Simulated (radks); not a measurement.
The numbers below are computed, except where a source is named.
Excited configurations of the thulium ion Tm2+: one electron is placed in a higher orbital outside [Xe] 4f12. The ground configuration is [Xe] 4f13. Level of theory: Dirac Kohn-Sham, PBE, spin-unpolarised, spherical densities, finite nucleus; open shells are shared between the two j in proportion to 2j + 1; Fermi nuclear charge, rms radius 5.2256 fm (a radial shooting solver on a logarithmic mesh with Libxc functionals). Excitation = E - E(ground); binding = E(ion) - E, where the ion is the core of charge +3; n* = 3/sqrt(2 binding) in atomic units, and the quantum defect is n - n*. Eigenvalue and <r> are those of j = l + 1/2.

outer orbital  excitation (eV)  binding (eV)     n*  quantum defect  eigenvalue (eV)  <r> (bohr)
5d                       6.378        19.952  2.477           2.523          -14.941       2.316
5f                      18.441         7.889  3.940           1.060           -6.249       5.730
6s                       5.749        20.582  2.439           3.561          -17.176       3.132
6p                      10.822        15.509  2.810           3.190          -12.603       3.893
6d                      16.632         9.698  3.553           2.447           -8.019       5.574
6f                      21.049         5.281  4.815           1.185           -4.363       9.811
7s                      15.914        10.416  3.429           3.571           -8.935       6.076
7p                      17.777         8.553  3.784           3.216           -7.190       7.165
7d                      20.324         6.006  4.515           2.485           -5.070       9.556
7f                      22.603         3.727  5.732           1.268           -3.163       14.88

The Delta-SCF ionisation energy is 26.330 eV (NIST Atomic Spectra Database: 23.66 eV, semi-empirical). Self-interaction in the functional shifts the binding energies and quantum defects, so they are the method's values and not measured ones. Spin polarisation and multiplet splitting are left out, so open shells lie too high by an amount that depends on their filling. Sharing an open shell by 2j + 1 raises it above the true ground level by a part of the spin-orbit splitting, which enters the differences from NIST.

Beside tabulated values, note that spin-unpolarised runs miss the spin-polarisation part of the exchange energy of open shells.
